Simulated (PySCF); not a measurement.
Below is a simulated gas-phase C 1s photoelectron spectrum of `C1=C[CH2][GeH]([CH]2CC2)[CH2]1`.

Every computed line was given a Gaussian of 1.0 eV full width at half maximum and an area set by the number of equivalent atoms; the highest printed point is 100. Computed, not measured: delta-SCF UKS SCAN, pcX-2 on the ionised atom, pcseg-1 elsewhere, spin-free X2C in PySCF 2.14.0.

binding energy (eV), intensity and a bar:
```
    288.4          0 
    288.5          0 
    288.6          1 
    288.7          1 
    288.8          3 #
    288.9          5 #
    289.0          8 ###
    289.1         14 ####
    289.2         21 ######
    289.3         30 #########
    289.4         41 ############
    289.5         54 ################
    289.6         67 ####################
    289.7         79 ########################
    289.8         90 ###########################
    289.9         97 #############################
    290.0        100 ##############################
    290.1         99 ##############################
    290.2         95 ############################
    290.3         87 ##########################
    290.4         78 #######################
    290.5         67 ####################
    290.6         56 #################
    290.7         45 ##############
    290.8         35 ###########
    290.9         26 ########
    291.0         19 ######
    291.1         13 ####
    291.2          9 ###
    291.3          5 ##
    291.4          3 #
    291.5          2 #
    291.6          1 
    291.7          1 
    291.8          0 
    291.9          0
```

**Question.** How many maxima does the curve show, and how many computed lines lie under it?

**Answer.** The curve has 1 maximum (at 290.0 eV). Under it lie 4 lines from 4 inequivalent carbon sites. At this width some lines have no maximum of their own.

**Question.** Decompose the envelope and assign each component. Numbering: `[CH:1]1=[CH:2][CH2:3][GeH:4]([CH:5]2[CH2:6][CH2:7]2)[CH2:8]1`.

**Answer.** 
```
position (eV)  relative area  line  atoms                    environment
       289.85              2  C 1s  C3/C8  sp3 carbon bound to germanium
       289.94              2  C 1s  C1/C2               alkene CH carbon
       290.02              1  C 1s     C5  sp3 carbon bound to germanium
       290.47              2  C 1s  C6/C7     three-membered-ring carbon
```

**Question.** What are the centre and the root-mean-square width of the whole band?

**Answer.** The area-weighted mean of the lines is 290.08 eV. Their own spread about it is 0.25 eV (rms) and each Gaussian has σ = 1.0/2.355 = 0.42 eV; the variances add, which gives 0.50 eV.

The listed C 1s values span 0.62 eV, from C3/C8 (bonded to C, 2 H and Ge) to C6/C7 (bonded to 2 C and 2 H). Summing the Pauling electronegativity differences to the bonded atoms, each weighted by its formal bond order, gives -1.24 for the lowest site and -0.70 for the highest; the largest sum, -0.35, belongs to C1/C2, 0.53 eV below the top.

No satellites, vibrations or lifetime broadening are included. Topologically equivalent atoms share the value of their first member; where this conformer doesn't relate them by symmetry, their own values could differ. Isolated species at its PBE0-D3(BJ)/def2-SVP geometry (one conformer only).
